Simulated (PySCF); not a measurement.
# Working out the ionisation energy of Ne⁺

Ne⁺ [He] 2s2 2p5 (2P) → Ne²⁺ [He] 2s2 2p4 (3P). Computed with PySCF 2.14 in pcseg-2 (4s3p2d1f, 30 functions), with the non-relativistic Hamiltonian (point nucleus). Frozen: 1s2. Energies in hartree (1 hartree = 27.21139 eV):

```
            part  Ne⁺ (lower)  Ne²⁺ (upper)
             UHF  -127.811007   -126.365666
CCSD correlation    -0.191272     -0.141593
             (T)    -0.002080     -0.001198
```

Question: What does Hartree-Fock give?

Answer: (-126.365666) − (-127.811007) = 1.445341 hartree = 39.330 eV.

Question: What do CCSD and CCSD(T) give?

Answer: The CCSD correlation energies differ by 0.049679 hartree = 1.352 eV and the triples by 0.000882 hartree = 0.024 eV, so CCSD gives 40.682 eV and CCSD(T) 40.706 eV.

Reference: 40.963 eV (measured; NIST Atomic Spectra Database, ionization energies), between the lowest levels; spin-orbit coupling is absent from the calculation.

What remains against the reference includes basis incompleteness, the frozen core and higher excitations.
